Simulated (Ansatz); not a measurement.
Consider the formal exchange of groups at a C–I bond: `CC1=C(I)C1` + `[AlH3]` → `CC1=[C]([AlH2])C1` + HI.

Program: Ansatz. Geometries: PBE0-D4/def2-TZVP. ΔE: electronic, gas phase. CCSD(T)/CBS is the MP2 limit (def2-TZVPP, def2-QZVPP) plus CCSD(T) − MP2 in def2-TZVPP, frozen cores. This one scheme is used for every species. DFT in def2-TZVPP. B3LYP here is the variant with VWN-RPA as its local correlation; programs differ in this. def2 core potentials past Kr. For I outer-core shells are correlated without core-valence functions, which leaves a few kJ/mol of doubt a bond.

```json
{"level": "PBE0-D4", "ΔE (kJ/mol)": "-82.0"}
{"level": "ωB97X-V", "ΔE (kJ/mol)": "-83.7"}
{"level": "PBE", "ΔE (kJ/mol)": "-78.2"}
{"level": "B3LYP", "ΔE (kJ/mol)": "-84.2"}
```

(1) What does CCSD(T)/CBS give? (Best estimate.)

Largest T1 diagnostic among the species: 0.011.

## Answers

(1) Ansatz gave: -81.5 kJ/mol. The listed levels differ from it by -0.5, -2.2, 3.3, -2.7 kJ/mol.

From PBE to PBE0 (25 % exact exchange), in def2-TZVPP and without D4, ΔE moves by −5.0 kJ/mol. In def2-TZVPP, CCSD(T) changes the Hartree–Fock value by +11.5 kJ/mol (the triples alone add +2.8 kJ/mol) and MP2 by +16.6 kJ/mol.
